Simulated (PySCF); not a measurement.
C₂H₅ClO₂Si, SMILES C=C(Cl)[SiH](O)O. Atoms are numbered in the order given.

```xyz
11

C     -2.0436     0.0348     0.2375
C     -0.8128     0.2573    -0.2245
Cl    -0.4735     1.5947    -1.3036
Si     0.7035    -0.7592     0.1755
O      1.8278     0.0892     1.0519
O      0.1649    -1.9904     1.1377
H     -2.8974     0.6649    -0.0280
H     -2.2023    -0.8132     0.9094
H      1.3157    -1.2290    -1.0997
H      2.3758     0.7221     0.5797
H      0.8052    -2.3683     1.7475
```

Geometry: PBE0-D3(BJ)/def2-SVP. This is a generated structure with no PubChem entry under its InChIKey; it may be hypothetical. The values are those of a single conformer.

All values below come from PBE/pcSseg-1 run with PySCF.

GIAO shieldings, no solvent; atoms listed in one row are averaged. δ = σ(ref) − σ: ¹³C against TMS (σ = 182.0 ppm); ³⁵Cl against HCl (σ = 936.5 ppm); ²⁹Si against TMS (σ = 335.4 ppm); ¹⁷O against H2O (σ = 334.3 ppm); ¹H against TMS (σ = 31.49 ppm), references at their B3LYP-D3(BJ)/def2-TZVP geometries, non-relativistic (without spin–orbit terms, shifts of atoms bonded to Cl or Br come out too high).

Computed chemical shifts:
```tsv
nucleus	atoms	count	δ (ppm)
¹³C	C2	1	154.4
¹³C	C1	1	134.2
³⁵Cl	Cl3	1	252.7
²⁹Si	Si4	1	-35.9
¹⁷O	O5	1	54.5
¹⁷O	O6	1	46.1
¹H	H8	1	6.70
¹H	H7	1	6.42
¹H	H9	1	5.52
¹H	H10	1	1.89
¹H	H11	1	1.77
```
